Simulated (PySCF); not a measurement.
One molecule, one basis, several functionals.

GeH6S2Si.
SMILES: `[SH][GeH2][S][SiH3]`

Torsions of this conformer, `[SiH3:1][S:2][GeH2:3][SH:4]`: Si1–S2–Ge3–S4 46°, H–S4–Ge3–S2 57°.

PySCF, def2-SVPD basis, density fitting, gas phase, PBE0-D3(BJ)/def2-SVP geometry; singlet excitations by full TDDFT with frozen cores, triplets by Tamm–Dancoff TDDFT and ionisation energies by ΔSCF, from the lowest of the holes tried. One functional is left out:

```tsv
functional	exact exchange (%)	HOMO energy (eV)	LUMO energy (eV)	lowest singlet excitation (eV)	lowest triplet excitation (eV)	mean polarisability (au)	vertical ionisation energy (eV)
LDA	0	-6.32	-1.79	4.72	4.40	108.4	9.28
PBE	0	-6.25	-1.61	4.82	4.45	106.3	9.18
B3LYP	20	-7.17	-1.01	5.18	4.76	103.2	9.17
BHandHLYP	50	-8.44	0.10	5.73	5.24	99.3	9.31
```

Predict the row of PBE0 (25 % exact exchange) by straight lines through the other rows, and check it.

```json
{"property": "HOMO energy (eV)", "line": "-7.37", "computed": "-7.42", "computed − line": "-0.05", "B3LYP (20 %), for comparison": "-7.17"}
{"property": "LUMO energy (eV)", "line": "-0.81", "computed": "-0.74", "computed − line": "+0.07", "B3LYP (20 %), for comparison": "-1.01"}
{"property": "lowest singlet excitation (eV)", "line": "5.26", "computed": "5.39", "computed − line": "+0.13", "B3LYP (20 %), for comparison": "5.18"}
{"property": "lowest triplet excitation (eV)", "line": "4.83", "computed": "4.92", "computed − line": "+0.09", "B3LYP (20 %), for comparison": "4.76"}
{"property": "mean polarisability (au)", "line": "103.1", "computed": "102.2", "computed − line": "-0.9", "B3LYP (20 %), for comparison": "103.2"}
{"property": "vertical ionisation energy (eV)", "line": "9.25", "computed": "9.23", "computed − line": "-0.02", "B3LYP (20 %), for comparison": "9.17"}
```
